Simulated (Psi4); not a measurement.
Two rigid molecules brought together: N2 ··· F4Si (SMILES N#N and F[Si](F)(F)F). Monomers: optimised at B3LYP-D3(BJ) (def2-TZVP), held rigid. Orientation: lowest of the rigid-body minima from ten starts at GFN2-xTB. Only R, the distance of the centres of mass, is varied, so the lowest point isn't the relaxed dimer.

- PBE/def2-TZVP, counterpoise-corrected (Psi4)
- PBE-D3(BJ)/def2-TZVP, counterpoise-corrected (Psi4)
- PBE0/def2-TZVP, counterpoise-corrected (Psi4)
- SAPT0/jun-cc-pVDZ, frozen core (Psi4)

Interaction energies in kcal/mol; the last columns give the difference from SAPT0:

| R / Å | PBE/def2-TZVP | PBE-D3(BJ)/def2-TZVP | PBE0/def2-TZVP | SAPT0/jun-cc-pVDZ | PBE/def2-TZVP − SAPT0/jun-cc-pVDZ | PBE-D3(BJ)/def2-TZVP − SAPT0/jun-cc-pVDZ | PBE0/def2-TZVP − SAPT0/jun-cc-pVDZ |
|---|---|---|---|---|---|---|---|
| 3.00 | 9.33 | 7.96 | 8.87 | 8.61 | 0.73 | -0.65 | 0.26 |
| 3.15 | 5.28 | 3.99 | 4.92 | 4.54 | 0.74 | -0.54 | 0.38 |
| 3.41 | 1.57 | 0.46 | 1.39 | 0.99 | 0.57 | -0.54 | 0.39 |
| 3.59 | 0.41 | -0.58 | 0.32 | -0.03 | 0.44 | -0.55 | 0.35 |
| 3.78 | -0.18 | -1.03 | -0.20 | -0.50 | 0.32 | -0.53 | 0.30 |
| 4.01 | -0.42 | -1.12 | -0.40 | -0.65 | 0.23 | -0.47 | 0.25 |
| 4.27 | -0.44 | -0.99 | -0.40 | -0.60 | 0.16 | -0.39 | 0.20 |
| 4.57 | -0.36 | -0.75 | -0.31 | -0.47 | 0.11 | -0.29 | 0.16 |
| 5.09 | -0.19 | -0.41 | -0.16 | -0.26 | 0.07 | -0.15 | 0.10 |
| 5.78 | -0.07 | -0.17 | -0.06 | -0.12 | 0.05 | -0.05 | 0.06 |
| 6.78 | -0.02 | -0.06 | -0.02 | -0.05 | 0.03 | -0.01 | 0.03 |
| 8.08 | -0.01 | -0.02 | -0.01 | -0.02 | 0.01 | 0.00 | 0.01 |

PBE/def2-TZVP is furthest from SAPT0/jun-cc-pVDZ at 3.15 (0.74 kcal/mol, above); its mean absolute difference over the points is 0.29 kcal/mol.

PBE-D3(BJ)/def2-TZVP is furthest from SAPT0/jun-cc-pVDZ at 3.00 (-0.65 kcal/mol, below); its mean absolute difference over the points is 0.35 kcal/mol.

PBE0/def2-TZVP is furthest from SAPT0/jun-cc-pVDZ at 3.41 (0.39 kcal/mol, above); its mean absolute difference over the points is 0.21 kcal/mol.
